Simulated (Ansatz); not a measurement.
Reaction (redistribution): `[AlH2][NH][SiH3]` + `[NH2][Al]([Cl])[Br]` → `[SiH3][NH][AlH][Cl]` + `[NH2][AlH][Br]`

Calculated with Ansatz (gas phase, PBE0-D4/def2-TZVP geometries, no zero-point term in ΔE). CCSD(T)/CBS adds triple-zeta CCSD(T) − MP2 to the extrapolated MP2 energy (def2 sets, frozen cores). DFT in def2-TZVPP. For Br outer-core shells are correlated without core-valence functions, which leaves a few kJ/mol of doubt a bond. Scalar relativity is left out up to krypton. Each species was taken in one conformer, which may not be the lowest.

| level | ΔE (kJ/mol) |
| --- | --- |
| r2SCAN0 | -9.5 |
| RPA@PBE/def2-TZVPP | -8.1 |

Q: What does CCSD(T)/CBS give? (An estimate is asked.)

A: Computed: -9.0 kJ/mol. The listed levels differ from it by -0.5, 0.9 kJ/mol.

Largest T1 diagnostic among the species: 0.011.

Leaving LDA and LC-ωPBE aside and taking each functional with its dispersion term where it has one, the values, not all of them listed here, spread over 2.2 kJ/mol, from ωB97M-V to B97M-V.
